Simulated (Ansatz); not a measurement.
Consider the ligand exchange at the Sn–C bond: `C[CH2][SnH2][SiH3]` + HCl → `[SiH3][SnH2][Cl]` + ethane.

Computed with Ansatz on PBE0-D4/def2-TZVP structures; ΔE is electronic, products minus reactants. CBS: MP2 limit from def2 TZ/QZ plus the TZ coupled-cluster correction, frozen cores. This one scheme is used for every species. def2 core potentials past Kr. For Sn outer-core shells are correlated without core-valence functions, which leaves a few kJ/mol of doubt a bond. One conformer a species, not always the lowest.

```
             species  CCSD(T)/CBS(def2) energy (Eh)
`C[CH2][SnH2][SiH3]`                     -585.21270
                 HCl                     -460.38127
  `[SiH3][SnH2][Cl]`                     -965.91856
                `CC`                      -79.71954
```

(1) Work out ΔE.

Largest T1 diagnostic among the species: 0.012.

Results:

(1) ΔE = (-965.91856) + (-79.71954) − (-585.21270) − (-460.38127) = -0.04413 Eh = -115.9 kJ/mol.

The D4 term adds +7.0 kJ/mol with B3LYP and +4.2 kJ/mol with PBE0; it sums over pairs of atoms, weighted by their polarisabilities, and B3LYP, whose exchange is more repulsive, gets the larger term. From PBE to PBE0 (25 % exact exchange), in def2-TZVPP and without D4, ΔE moves by −3.2 kJ/mol.

B3LYP here is the variant with VWN-RPA as its local correlation; programs differ in this.
